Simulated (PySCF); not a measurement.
Correlation energy of S (sulfur, neutral)

[Ne] 3s1 3p5, high-spin 3P determinant (an excited configuration). All numbers are calculated (PySCF 2.14, scalar relativity by spin-free X2C-1e, in aug-cc-pVDZ-DK). Frozen: [Ne]; 6 electrons correlated.

```csv
level,correlation energy (mhartree)
CCSD,-186.26
(T),-10.54
CCSD(T),-196.80
CCSDT,-197.84
```

Diagnostics: T1 = 0.027, D1 = 0.0588, largest double amplitude 0.216.

Problem. Is a single reference adequate?

Solution. Not fully. A double-excitation amplitude exceeds 0.15, a sign of near-degeneracy.
